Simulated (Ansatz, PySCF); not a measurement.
CH2ClF3Si. Atoms are numbered in the order given.

```xyz
8

Si     0.9192     0.5878     0.0000
Cl    -0.3966     2.1655     0.0000
C     -0.0969    -1.0534     0.0000
F     -0.8771    -1.1705    -1.0791
F     -0.8771    -1.1705     1.0791
F      0.7509    -2.0961     0.0000
H      1.7423     0.6058    -1.2348
H      1.7423     0.6058     1.2348
```

Geometry: PBE0-D3(BJ)/def2-SVP.

Vertical ionisation energy (IE) and electron affinity (EA) in eV. Rows of orbital energies are one-electron estimates. Where ΔSCF, EOM or ADC give a negative EA the extra electron is unbound and the value depends on the basis.

```tsv
level	IE	EA
−ε(HOMO), −ε(LUMO), PBE0/def2-TZVP (PySCF)	9.34	0.43
−ε(HOMO), −ε(LUMO), PBE/def2-TZVP (PySCF)	7.84	1.33
ΔSCF, CAM-B3LYP/def2-SVPD (Ansatz), final states of multiplicity 2 and 2	11.89	-1.09
ΔSCF, PBE/def2-SVPD (Ansatz), final states of multiplicity 2 and 2	11.03	-0.84
```

**Question.** What vertical singlet–triplet gap does ΔSCF give with CAM-B3LYP/def2-SVPD (Ansatz, a first-principles code) and with PBE/def2-SVPD (Ansatz)? (The exact figures need the calculation; the answer reports its results.)

**Answer.** 7.39 and 6.39 eV (triplet above singlet where positive).
